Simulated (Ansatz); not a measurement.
Two isomers of C2H8BNO: A = `BNC(C)O`, B = `CN(C)BO`.

Program: Ansatz. Geometries: PBE0-D4/def2-TZVP. ΔE: electronic, gas phase. CCSD(T)/CBS adds triple-zeta CCSD(T) − MP2 to the extrapolated MP2 energy (def2 sets, frozen cores). Functionals use def2-TZVPP. B3LYP here is the variant with VWN-RPA as its local correlation; programs differ in this. Each species was taken in one conformer, which may not be the lowest.

A:

Z-matrix (Å, degrees):
```
C
N 1 1.444
O 1 1.409 2 111.0
C 1 1.510 2 112.2 3 119.3
H 1 1.097 2 106.1 3 -120.3
B 2 1.386 1 126.6 3 115.1
H 2 1.011 1 112.9 3 -64.3
H 3 0.962 1 107.8 2 -56.9
H 4 1.090 1 110.1 2 -179.5
H 4 1.090 1 110.3 2 59.9
H 4 1.093 1 110.0 2 -60.4
H 6 1.196 2 119.2 1 -179.7
H 6 1.198 2 118.6 1 0.1
```

B:

Z-matrix (Å, degrees):
```
C
N 1 1.442
H 1 1.097 2 111.0
H 1 1.097 2 111.0 3 119.6
H 1 1.089 2 110.0 3 -120.2
C 2 1.439 1 114.4 3 -59.7
B 2 1.398 1 123.0 3 120.3
H 6 1.090 2 110.0 1 -180.0
H 6 1.097 2 111.3 1 -59.9
H 6 1.097 2 111.3 1 59.9
O 7 1.375 2 119.5 1 -0.0
H 7 1.202 2 119.4 1 180.0
H 11 0.957 7 112.1 2 -180.0
```

**Question.** Which isomer does CCSD(T)/CBS put lower? Give the gap. (Estimate.)

**Answer.** Computed: B, by 31.3 kcal/mol.

**Question.** Give E(B) − E(A) in kcal/mol with B3LYP-D4, PBE0-D4, CCSD(T)/def2-TZVPP, MP2/def2-TZVPP, CCSD/def2-TZVPP, ωB97M-V, B3LYP. (An estimate is asked.)

**Answer.** Ansatz gave: B3LYP-D4 -32.0, PBE0-D4 -31.3, CCSD(T)/def2-TZVPP -31.2, MP2/def2-TZVPP -32.3, CCSD/def2-TZVPP -31.4, ωB97M-V -31.1, B3LYP -31.9. None reverses the order clearly.

Largest T1 diagnostic: 0.012.
